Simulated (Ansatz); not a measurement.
Compare A (`FCN[SiH2]F`) with its isomer B (`FC(F)N[SiH3]`).

Calculated with Ansatz (gas phase, PBE0-D4/def2-TZVP geometries, no zero-point term in ΔE). CCSD(T)/CBS adds triple-zeta CCSD(T) − MP2 to the extrapolated MP2 energy (def2 sets, frozen cores). DFT in def2-TZVPP. B3LYP here is the variant with VWN-RPA as its local correlation; programs differ in this. Each species was taken in one conformer, which may not be the lowest.

A:

Z-matrix (Å, degrees):
```
C
N 1 1.410
F 1 1.393 2 112.4
H 1 1.093 2 109.9 3 -118.8
H 1 1.093 2 111.3 3 119.0
Si 2 1.710 1 124.8 3 86.1
H 2 1.009 1 113.9 3 -76.5
F 6 1.598 2 114.5 1 -81.6
H 6 1.479 2 107.1 1 36.6
H 6 1.478 2 107.8 1 160.4
```

B:

Z-matrix (Å, degrees):
```
C
F 1 1.356
N 1 1.392 2 109.1
F 1 1.372 2 105.5 3 121.5
H 1 1.094 2 109.1 3 -124.4
Si 3 1.742 1 124.9 2 34.9
H 3 1.006 1 113.8 2 -162.6
H 6 1.484 3 112.6 1 50.0
H 6 1.482 3 111.2 1 -72.5
H 6 1.484 3 104.1 1 169.2
```

(1) Which isomer does CCSD(T)/CBS put lower? Give the gap. (Best estimate.)

(2) Give E(B) − E(A) in kcal/mol with MP2/def2-TZVPP, PBE0-D4, ωB97M-V, CCSD/def2-TZVPP, HF/def2-TZVPP, PBE-D4, B3LYP-D4. (An estimate is asked.)

Largest T1 diagnostic: 0.012.

Answers

(1) The calculation gave: A, by 46.3 kcal/mol.

(2) The calculation gave: MP2/def2-TZVPP 46.8, PBE0-D4 42.7, ωB97M-V 43.8, CCSD/def2-TZVPP 45.0, HF/def2-TZVPP 44.5, PBE-D4 42.0, B3LYP-D4 44.5. None reverses the order clearly.
